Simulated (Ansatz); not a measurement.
Saddle point of ZnH4SO, singlet (ZnH₂O ([OH][ZnH]) + H₂S → ZnH₂SO ([OH][Zn][SH]) + H₂; bonds formed: Zn1–S5, H2–H4; bonds broken: Zn1–H2, H4–S5), PBE0-D4/def2-TZVP structure:

```xyz
7
angstrom
Zn 0.1764 -0.4498 0.3905
H 0.2690 0.8221 1.5261
O 0.7381 -2.1234 0.1169
H -0.3592 1.2424 0.7323
S -1.1645 1.2620 -0.7331
H 0.4043 -2.5020 -0.6993
H -0.0642 1.7486 -1.3333
```

Energies are electronic, without zero-point energy. Barriers and step energies count from the start structure reached by relaxing down the imaginary mode; all methods use the PBE0-D4 structures, on which another method's saddle can fall below an end. Ansatz 0.2.0; basis: def2-TZVPP, with def2-QZVPP for the basis limit; cores frozen in the correlated methods. The 3s and 3p shells of Cu and Zn are frozen; filled d shells are correlated. B3LYP uses VWN-RPA correlation. Extrapolation: Hartree–Fock as exp(−7.88 √X), correlation as X^−2.97.

| method | barrier (kJ/mol) | step energy (kJ/mol) |
| --- | --- | --- |
| SPW92 | 59.3 | -39.4 |
| PBE-D4 | 77.3 | -49.6 |
| BLYP-D4 | 94.8 | -48.6 |
| r2SCAN-D4 | 82.6 | -52.0 |
| B97M-V | 94.3 | -43.3 |
| PBE0-D4 | 87.3 | -50.4 |
| B3LYP-D4 | ? | -48.7 |
| r2SCAN0-D4 | 90.6 | -52.5 |
| BHLYP-D4 | ? | -49.4 |
| CAM-B3LYP-D4 | 108.7 | -45.6 |
| wB97X-V | 107.9 | -49.7 |
| wB97M-V | 107.4 | -48.9 |
| B2PLYP | 103.1 | -53.8 |
| PBE-QIDH | 95.4 | -55.0 |
| RPA on PBE | ? | -46.1 |
| HF | 142.6 | -52.5 |
| MP2 | 101.6 | -59.8 |
| CCSD | 113.4 | -49.8 |
| CCSD(T) | 105.0 | -51.4 |

Question: Fill in the withheld barriers. (An estimate is asked for; the value comes from the calculation.)

Answer: The calculation gives: RPA on PBE 108.0; BHLYP-D4 113.6; B3LYP-D4 101.6 kJ/mol. Each is the energy of the saddle less that of the start structure, by the same method.

For comparison, the barrier by CCSD(T) at an estimated basis limit (MP2 extrapolated from triple and quadruple zeta, plus CCSD(T) − MP2 in triple zeta) is 98.7 kJ/mol.

T1 diagnostic: at most 0.017.

Exchanges of this kind with a chalcogen hydride build sulfide and selenide films.

Labels in which every atom is bracketed show which atoms are joined, not bond orders.

For scale, one of the runs: CCSD(T)/def2-TZVPP, 193 basis functions, launched by `ansatz run in.yaml --threads 4 --pin off --events-out ev --progress --plain --max-ram 9574MiB`. Hardware: 4 CPU threads of an Arm Neoverse V1, shared host. Wall time 48 s; peak host memory 2.1 GiB.
